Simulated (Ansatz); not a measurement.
## Molecular dynamics of H16C13S10

The input (input.yaml):

```yaml
accuracy: low
crystal:
  lattice:
    - [8.717128, 0.0, 0.0]
    - [0.0, 8.717128, 0.0]
    - [0.0, 0.0, 8.717128]
  atoms:
    - { symbol: C, position: [0.38865759, 0.90181587, 0.74589668] }
    - { symbol: C, position: [0.34440922, 0.96931736, 0.61597369] }
    - { symbol: H, position: [0.35087645, 0.94348831, 0.85784256] }
    - { symbol: H, position: [0.46212542, 0.80021907, 0.7454649] }
    - { symbol: H, position: [0.27248194, 1.07186559, 0.61631914] }
    - { symbol: H, position: [0.37800169, 0.92328003, 0.5044016] }
    - { symbol: C, position: [-0.07266999, 0.36228381, 0.13893521] }
    - { symbol: C, position: [0.08014887, 0.35475397, 0.13825021] }
    - { symbol: H, position: [-0.14353102, 0.26146126, 0.16016076] }
    - { symbol: H, position: [-0.13309933, 0.47000391, 0.11793117] }
    - { symbol: H, position: [0.14071132, 0.2470088, 0.15793817] }
    - { symbol: H, position: [0.15053307, 0.45620274, 0.11851462] }
    - { symbol: C, position: [0.04737865, 0.77170012, 0.87421032] }
    - { symbol: C, position: [0.02992053, 0.91594903, 0.92181457] }
    - { symbol: H, position: [0.12416339, 0.74288695, 0.77988873] }
    - { symbol: H, position: [-0.01453227, 0.67716035, 0.92799746] }
    - { symbol: H, position: [0.09174633, 1.0107509, 0.86838463] }
    - { symbol: H, position: [-0.04830186, 0.94489261, 1.0150665] }
    - { symbol: C, position: [0.68485654, 0.81301035, 0.20617482] }
    - { symbol: C, position: [0.67438804, 0.79100606, 0.05543708] }
    - { symbol: H, position: [0.65044039, 0.92022243, 0.26087018] }
    - { symbol: H, position: [0.727776, 0.72312558, 0.28186437] }
    - { symbol: H, position: [0.63060753, 0.87921666, -0.02186987] }
    - { symbol: H, position: [0.70816985, 0.68281076, 0.00260849] }
    - { symbol: S, position: [0.52523078, 0.23278993, 0.41592972] }
    - { symbol: C, position: [0.51316608, 0.21149801, 0.23872436] }
    - { symbol: S, position: [0.49992908, 0.18850298, 0.06097116] }
    - { symbol: S, position: [0.27912558, 0.37728779, 0.79779702] }
    - { symbol: C, position: [0.15626079, 0.41282872, 0.67204363] }
    - { symbol: S, position: [0.03198405, 0.45025193, 0.54975125] }
    - { symbol: S, position: [0.74075777, 0.09769357, 0.74108587] }
    - { symbol: C, position: [0.8414776, 0.08619376, 0.59381992] }
    - { symbol: S, position: [0.94211053, 0.07104931, 0.4467226] }
    - { symbol: S, position: [0.11066011, 0.771636, 0.27539985] }
    - { symbol: C, position: [0.25969862, 0.68660168, 0.32686041] }
    - { symbol: S, position: [0.40827627, 0.60011472, 0.37727829] }
    - { symbol: S, position: [0.66779695, 0.45330781, 0.79361441] }
    - { symbol: C, position: [0.71363108, 0.59308143, 0.69123566] }
    - { symbol: S, position: [0.76318939, 0.73308994, 0.59191616] }
basis:
  ecutwfc: 420.0
kpoints:
  mp_grid: { grid: [1, 1, 1] }
hamiltonian:
  xc: pbe
  dispersion: d3bj
scf:
  occupations: { method: fermi_dirac, width: 0.05 }
  lower_state_search: "off"
md:
  timestep: 0.75
  n_steps: 230
  ensemble: nvt_langevin
  temperature: 400.0
  initial_velocities: maxwell_boltzmann
  seed: 335948
  friction: 0.02
```

Run as:

```bash
$ ansatz run input.yaml --threads 1 --pin off --max-ram 3072MiB --backend cpu --events-out ev --progress --plain --runs-dir out
```

It starts from a partly relaxed structure (largest force component 0.18 eV/Å).

Output, in part (step lines):

```
md step     0: t =     0.00 fs  T =   389.7 K  F+E_penalty+E_count = -12535.01961180 eV  E_kin = 1.964752 eV  (11 SCF iters)
[... lines left out ...]
```

The steps, from the saved trajectory:

```csv
time (fs),T (K),potential energy less start (eV)
0.0,390,0.000
5.2,276,0.745
10.5,306,0.696
15.8,262,0.928
21.0,277,0.922
26.2,250,0.983
31.5,286,1.036
36.8,311,1.277
42.0,323,1.111
47.2,296,1.235
52.5,361,1.164
57.8,380,1.166
63.0,348,1.431
68.2,343,1.483
73.5,395,1.358
78.8,393,1.361
84.0,387,1.277
89.2,422,1.423
94.5,432,1.692
99.8,442,1.599
105.0,455,1.807
110.2,407,1.995
115.5,461,1.535
120.8,394,1.714
126.0,464,1.457
131.2,482,1.258
136.5,425,1.318
141.8,444,1.253
147.0,457,1.407
152.2,488,1.433
157.5,467,1.472
162.8,450,1.455
168.0,455,1.497
```

The run went to its last step. A run of 0.17 ps of so small a system gives no equilibrium averages. Limits of this set-up: coarse k mesh, low accuracy level.

Mean squared displacements from the first frame to the last, about the centre of mass: C 0.22 Å², H 1.12 Å², S 0.10 Å².

Last frame:

```xyz
39
Lattice="8.7171 0.0000 0.0000 0.0000 8.7171 0.0000 0.0000 0.0000 8.7171" Properties=species:S:1:pos:R:3
C 2.999 7.670 6.040
C 2.645 8.720 5.258
H 3.374 7.894 7.111
H 2.994 6.650 5.747
H 2.619 9.755 5.596
H 2.325 8.613 4.194
C -0.188 3.680 1.407
C 0.934 2.949 1.496
H -0.858 3.275 0.487
H -0.424 4.653 1.859
H 1.104 2.192 0.700
H 1.766 3.253 2.065
C 0.152 7.231 7.469
C 0.144 8.489 7.862
H 0.875 6.775 6.772
H -0.633 6.564 7.788
H 0.985 9.236 7.495
H -0.789 8.847 8.250
C 6.322 7.101 1.181
C 5.618 6.519 0.170
H 6.977 7.970 0.975
H 6.069 7.002 2.195
H 5.628 6.921 -0.834
H 4.944 5.612 0.394
S 4.368 1.873 3.361
C 4.359 1.698 1.817
S 4.287 1.622 0.276
S 2.630 3.530 6.972
C 1.413 3.632 6.002
S 0.193 3.780 5.014
S 5.881 0.661 6.185
C 6.965 0.686 5.077
S 8.132 0.382 3.999
S 1.097 6.570 2.422
C 2.394 5.865 2.865
S 3.717 5.148 3.348
S 5.756 3.792 6.758
C 6.148 5.140 5.987
S 6.734 6.415 5.292
```

The run took 16 min on 1 thread of Arm Neoverse V1 (shared host), peak memory 0.57 GiB.
